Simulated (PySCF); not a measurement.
C4H6FN3.
InChI=1S/C4H6FN3/c1-3-4(5)7-8(2)6-3/h1-2H3

The closed-shell ground state was solved at several levels (PySCF, density fitting, gas phase, non-relativistic). Geometry: PBE0-D3(BJ)/def2-SVP; no solvent, vibrations or thermal averaging.

| level | basis functions | HOMO (eV) | LUMO (eV) | gap (eV) | dipole (D) |
| --- | --- | --- | --- | --- | --- |
| PBE0/pcSseg-1 | 166 | -7.22 | -0.23 | 6.99 | 1.73 |
| PBE0/def2-SVPD | 211 | -7.28 | -0.36 | 6.92 | 1.73 |
| B3LYP/pcJ-1 | 276 | -7.01 | -0.48 | 6.53 | 1.72 |

**Question.** What might PBE/pcSseg-1 (166 basis functions) give for the same quantities?

**Answer.** HOMO -6.03 eV, LUMO -1.16 eV, gap 4.87 eV, dipole 1.60 D.

**Question.** Over all these levels, which gives the widest orbital gap and which the narrowest?

**Answer.** PBE0/pcSseg-1 (global hybrid, 25 % exact exchange) has the widest, 6.99 eV, and PBE/pcSseg-1 (GGA) the narrowest, 4.87 eV. The two share the basis. From the narrowest to the widest the HOMO moves by -1.19 eV and the LUMO by +0.93 eV.

**Question.** How far do the dipole and the HOMO energy spread over the levels?

**Answer.** The dipole runs from 1.60 to 1.73 D (mean 1.70 D) and the HOMO from -7.28 to -6.03 eV.
